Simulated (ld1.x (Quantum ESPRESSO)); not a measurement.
In: excitation energies, all-electron against TM

```
Element                 : In
Generator               : ld1.x (Quantum ESPRESSO) 7.5
Type                    : norm-conserving Troullier–Martins (Kleinman–Bylander form)
Functional              : LDA (PZ)
Relativity              : scalar-relativistic
Frozen core             : [Kr]
Valence charge          : 13
Reference configuration : 4d10 5s1 5p2
Partial waves           : 5s (bound): rc 1.80 bohr; 5p (bound): rc 3.00 bohr; 4d (bound): rc 1.55 bohr
Local potential         : all-electron potential smoothed inside 2.90 bohr (lloc = -2)
Core correction         : a·sin(br)/r model core inside 1.55 bohr
```

Energies are relative to the spin-unpolarised reference configuration 4d10 5s1 5p2; without spin polarisation the order of configurations can differ from experiment. Spin-polarised rows fill each open shell by Hund’s rule, majority spin first.

| valence configuration | charge | ΔE all-electron (eV) | error AE − PS (meV) |
| --- | --- | --- | --- |
| 4d10 5s2 5p1 | 0 | -5.938 | -0.4 |
| 4d10 5s1 5p0 | +2 | 19.317 | -23 |
| 4d10 5s2 5p1.3 | -0.3 | -6.520 | -0.4 |
| 4d9 5s2 5p1 | +1 | 19.285 | -265 |
| 4d9 5s2 5p2 | 0 | 12.263 | -276 |
| 4d10 5s1 5p2 (spin-polarised) | 0 | -1.157 | -1.2 |
| 4d10 5s2 5p1 (spin-polarised) | 0 | -6.055 | -0.5 |

(1) What are ΔE and the potential's error for 4d10 5s0 5p3?

(2) What are ΔE and the potential's error for 4d10 5s2 5p0?

Levels in the configuration 4d10 5s2 5p1.3:

```
level  all-electron (eV)  pseudo (eV)
   4d            -16.889      -16.863
   5s             -6.777       -6.774
   5p             -1.212       -1.211
```

Answers

(1) ΔE = 6.224 eV all-electron; the error (AE − PS) is -0.1 meV.

(2) ΔE = -0.344 eV all-electron; the error (AE − PS) is -1.9 meV.
